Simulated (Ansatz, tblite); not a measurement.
Forces on the cluster Hf₃O₄⁺ at its r2SCAN-D4/def2-SVP geometry. The state is a doublet with charge 1.

In the def2 sets Hf takes a core potential; there is no spin–orbit coupling. The xTB rows come from tblite. The structure holds one bond between oxygen atoms, so isomers without such links may lie far lower. At PBE-D4/def2-TZVP the charge 1 doublet is spin-contaminated (final ⟨S²⟩ up to 1.75, 0.75 for a pure state). Another isomer (doublet) lies 7.44 eV lower at PBE0-D4/def2-TZVP; other spin states weren't run for this one.

GFN1-xTB (tblite), largest force 3.49 eV/Å:

```xyz
7
positions Å, forces eV/Å
Hf   -0.828   -1.380    0.410    0.036   -2.826    2.040
Hf    0.835    0.981    0.324   -0.287   -0.841   -0.123
Hf   -1.296    0.338   -1.707   -0.568    1.607   -1.733
O    -1.233    0.754    0.315    0.806    0.633   -0.229
O     0.685   -0.540    1.773    0.711   -0.251   -2.477
O     0.541    0.946   -1.626    0.086    0.175    0.585
O     1.295   -1.100    0.511   -0.785    1.503    1.938
```

GFN2-xTB (tblite), largest force 6.68 eV/Å:

```
Hf -2.238 -6.048 1.727
Hf 2.246 2.451 0.484
Hf -2.401 0.843 -4.801
O -0.793 2.293 1.849
O 0.912 0.191 -0.225
O 1.314 0.052 0.512
O 0.961 0.217 0.456
```

PBE-D4/def2-TZVP (Ansatz), largest force 0.35 eV/Å:

```
Hf 0.137 0.004 -0.014
Hf 0.002 -0.092 0.041
Hf 0.219 -0.034 0.233
O -0.267 0.140 -0.099
O -0.055 0.133 0.261
O -0.063 0.079 -0.157
O 0.027 -0.231 -0.265
```
